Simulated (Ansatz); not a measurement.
Computed with Ansatz on PBE0-D4/def2-TZVP structures; ΔE is electronic, products minus reactants. CCSD(T)/CBS adds triple-zeta CCSD(T) − MP2 to the extrapolated MP2 energy (def2 sets, frozen cores). This one scheme is used for every species. For As outer-core shells are correlated without core-valence functions, which leaves a few kJ/mol of doubt a bond. Scalar relativity is left out up to krypton. One conformer a species, not always the lowest.

`O[AsH][SiH3]` + NH₃ → `N[AsH]O` + SiH₄  (cleavage of the As–Si bond)

```
           level  ΔE (kJ/mol)
CCSD(T)/def2-SVP         12.0
 CCSD/def2-TZVPP         15.6
```

Task: What does CCSD(T)/CBS give? (Best estimate.)

Result: Computed: +20.5 kJ/mol. The listed levels differ from it by -8.5, -4.9 kJ/mol.

Largest T1 diagnostic among the species: 0.012.

Leaving LDA and LC-ωPBE aside and taking each functional with its dispersion term where it has one, the values, not all of them listed here, spread over 13.3 kJ/mol, from CAM-B3LYP-D4 to HSE06-D4. In def2-TZVPP, CCSD(T) changes the Hartree–Fock value by +7.3 kJ/mol (the triples alone add +0.2 kJ/mol) and MP2 by +5.3 kJ/mol.
